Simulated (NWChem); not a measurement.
# CH4O2Si, singlet; SMILES CO[Si]O

```xyz
8

Si    -0.6348    -0.6225     0.0000
O      0.4953    -1.8405     0.0000
H      1.4188    -1.5529     0.0000
O      0.4177     0.6864     0.0000
C      0.0493     2.0390     0.0000
H      0.4585     2.5426     0.8911
H      0.4585     2.5426    -0.8911
H     -1.0476     2.1813     0.0000
```
Atoms are numbered in this order, from 1.

Program: NWChem. Pople sets run with spherical d functions. Low-valent species are run as closed-shell singlets; no triplet was tried in these runs. All runs use the structure optimised with PBE0/def2-SVP. Level SCAN/6-31G*: energy and gradient on several grids; changes count from the extra-fine grid, which is no exact limit either.

```
grid     size of the energy change (μHa)  largest change of a gradient component (μHa/bohr)  time, medium = 1 (rough)
-------  -------------------------------  -------------------------------------------------  ------------------------
xcoarse                            10000                                              10000                   about 1
coarse                             10000                                               2000                   about 1
medium                              2000                                               1000                   about 1
fine                                 700                                                500                   about 1
xfine                               < 10                                               < 30                         2
```
